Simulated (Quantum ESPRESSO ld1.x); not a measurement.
Values are calculated unless marked as measured or tabulated.
Q: The mean radii <r> (bohr) of the occupied orbitals of an atom or ion are listed with their occupations. Level of theory: scalar-relativistic Kohn-Sham, LDA (Slater exchange, Perdew-Zunger correlation), spin-unpolarised, spherical densities, point nucleus (ld1.x of Quantum ESPRESSO 7.5).

orbital  occ.      <r>
1s          2  0.04556
2s          2   0.2031
2p          6   0.1774
3s          2   0.5995
3p          6   0.6180
3d         10   0.6789
4s          2    1.931
4p          3    2.545

Name the element and its charge.

A: Z = 33, arsenic, charge 0: As in [Ar] 3d10 4s2 4p3. The 1s radius gives Z: for a bare nucleus <r> = (2 gamma + 1)/(2Z) with gamma = sqrt(1 - (Z/c)^2), 0.04456 bohr for Z = 33, and screening makes it slightly larger (0.04556 here). The occupations add up to 33, and the charge is Z minus that.
